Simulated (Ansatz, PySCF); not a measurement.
Reaction (SMILES): O=[Si](Cl)Cl -> O=[Si](Cl)Cl as doublet, charge -1 (an electron is taken up)
Geometries: B3LYP-D3(BJ)/def2-TZVP minima from Ansatz (a first-principles code).

Wanted: adiabatic electron affinity (0 K, with B3LYP-D3(BJ) harmonic zero-point energies from PySCF), positive where the reaction releases energy, in eV. Valence correlation only, unless marked. UHF or UKS for open shells. Spin-orbit coupling is left out. No relativistic terms. Anions need diffuse functions: aug- sets have them; def2-D sets add few; the other sets have none. CBS marks a two-point X^-3 extrapolation of the correlation energy; Hartree-Fock from the larger set. [CCSD(T)-MP2]/basis is that difference in the basis named.

| level | program | adiabatic electron affinity (eV) |
|---|---|---|
| HF/STO-3G | Ansatz | -1.07 |
| HF/6-31G | Ansatz | 3.01 |
| HF-D3(BJ)/def2-TZVPD | PySCF + dftd3 | 1.42 |
| SVWN5/def2-TZVPD | Ansatz | 1.86 |
| PBE/def2-TZVPD | Ansatz | 1.92 |
| r2SCAN-D3(BJ)/def2-TZVPD | Ansatz + dftd3 | 1.93 |
| r2SCAN-D4/def2-TZVPD | Ansatz + dftd4 | 1.94 |
| B3LYP-D4/def2-TZVPD | Ansatz + dftd4 | 2.01 |
| B3LYP/def2-TZVPD | Ansatz | 1.99 |
| PBE0/STO-3G | Ansatz | -1.09 |
| PBE0/def2-TZVP | Ansatz | 1.76 |
| PBE0/def2-TZVPD | Ansatz | 1.90 |
| BHLYP-D4/def2-TZVPD | Ansatz + dftd4 | 1.86 |
| BHLYP/def2-TZVPD | Ansatz | 1.84 |
| r2SCANh-D4/def2-TZVPD | Ansatz + dftd4 | 1.95 |
| r2SCAN0-D4/def2-TZVPD | Ansatz + dftd4 | 1.96 |
| RI-MP2/CBS(aug-cc-pV(T+d)Z,aug-cc-pV(Q+d)Z) | Ansatz | 1.70 |
| SCS-MP2/STO-3G | Ansatz | -2.91 |
| SCS-MP2/cc-pV(D+d)Z | Ansatz | 1.11 |
| SCS-MP2/cc-pVTZ | Ansatz | 1.45 |
| RI-MP2/CBS(aug-cc-pV(T+d)Z,aug-cc-pV(Q+d)Z)+[CCSD(T)-MP2]/aug-cc-pV(D+d)Z | Ansatz | 1.77 |
